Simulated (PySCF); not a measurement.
**Unknown compound**

Molecular formula: C$_{9}$H$_{12}$. Simulated spectra:

¹H NMR (400 MHz, computed): δ 5.69 (m, 4H), 5.30 (m, 4H), 5.26 (m, 4H).

¹³C{¹H} NMR (computed): δ 140.3, 114.2, 60.1.

[PySCF: coordinates at the PBE0-D3(BJ)/def2-SVP level; GIAO KT2/pcSseg-1 shieldings; single conformer; no relativistic terms; equivalent nuclei averaged; gas phase]

Chemical shifts δ = σref − σ; ¹H (31.18 ppm) and ¹³C (183.22 ppm) against TMS, all at this level.

Q: What is the structure?

A: 
- The formula gives 4 degrees of unsaturation (no ring in the answer).
- 3 carbon signals for 9 carbons: some carbons are equivalent by symmetry or fast rotation.
- Carbon types of the structure: 1 × C, 4 × CH, 4 × CH2, which accounts for all hydrogens.
- δC 140.3: alkene CH; an sp2 carbon of a C=C bond.
- δC 114.2: terminal =CH2 carbon; as expected for a trigonal carbon in a double bond.
- δC 60.1: allylic quaternary sp3 carbon.
- δH 5.69: hydrogen on an alkene CH; attached to an sp2 carbon and in the plane of the double bond.
- δH 5.30, 5.26: hydrogen on a terminal =CH2 carbon; a vinylic proton, deshielded by the sp2 carbon and the C=C anisotropy.

The compound is `C(C(C=C)(C=C)C=C)=C`.

The shifts were computed for this structure.

Shifts are as computed. Against solution values, carbons near 30 ppm lie about +2 ppm off and those near 130 ppm about -5 ppm. Of 1211 compounds with measured shifts, 218 miss one by over three times the rms of a fit or turn the order of signals round; such compounds aren't used in these exercises. Multiplicities follow the n + 1 count of equivalent neighbours, as no J values were calculated; m marks all less simple cases, F and P coupling included.
